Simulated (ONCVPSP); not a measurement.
## Reading a pseudo-wave (W (Z = 74))

Columns: radius, all-electron u(r) and pseudo u(r) of the 5d shell (level -4.48 eV) of tungsten in the configuration [Kr] 4d10 4f14 5s2 5p6 5d4 6s2; PBE, scalar-relativistic, ONCV scheme, ONCVPSP 4.0.1.

| r (bohr) | all-electron | pseudo |
| --- | --- | --- |
| 0.135 | 0.2005 | 0.0024 |
| 0.270 | -0.1763 | 0.0182 |
| 0.405 | -0.3229 | 0.0577 |
| 0.540 | -0.1689 | 0.1255 |
| 0.675 | 0.0800 | 0.2196 |
| 0.810 | 0.3123 | 0.3324 |
| 0.945 | 0.4918 | 0.4522 |
| 1.080 | 0.6154 | 0.5657 |
| 1.215 | 0.6911 | 0.6610 |
| 1.350 | 0.7298 | 0.7294 |
| 1.485 | 0.7415 | 0.7668 |
| 1.620 | 0.7345 | 0.7741 |
| 1.755 | 0.7150 | 0.7566 |
| 1.890 | 0.6875 | 0.7218 |
| 2.025 | 0.6554 | 0.6783 |
| 2.160 | 0.6209 | 0.6329 |
| 2.295 | 0.5854 | 0.5900 |
| 2.430 | 0.5500 | 0.5511 |
| 2.565 | 0.5153 | 0.5153 |
| 2.700 | 0.4817 | 0.4816 |
| 2.835 | 0.4494 | 0.4494 |
| 2.970 | 0.4186 | 0.4186 |
| 3.105 | 0.3895 | 0.3895 |
| 3.240 | 0.3619 | 0.3619 |
| 3.375 | 0.3360 | 0.3359 |
| 3.510 | 0.3116 | 0.3116 |

Problem. How many radial nodes do the two functions have?

Solution. The all-electron 5d function has n − l − 1 = 2; the pseudo-wave has 0, since the states of the same l below it are removed with the core.

Problem. At about which radius was the pseudo-wave matched?

Solution. 2.70 bohr. The columns agree to 0.0005 from 2.56 bohr on; several derivatives are matched, so the curves merge somewhat inside the radius.

Problem. Where does each function peak?

Solution. Outermost all-electron maximum near 1.49 bohr, pseudo maximum near 1.62 bohr (to the table’s step).

Problem. Is the pseudo-wave norm-conserving?

Solution. Yes: the ONCV scheme keeps the norm inside the radius equal to the all-electron one, which fixes the energy derivative of the logarithmic derivative at the level.
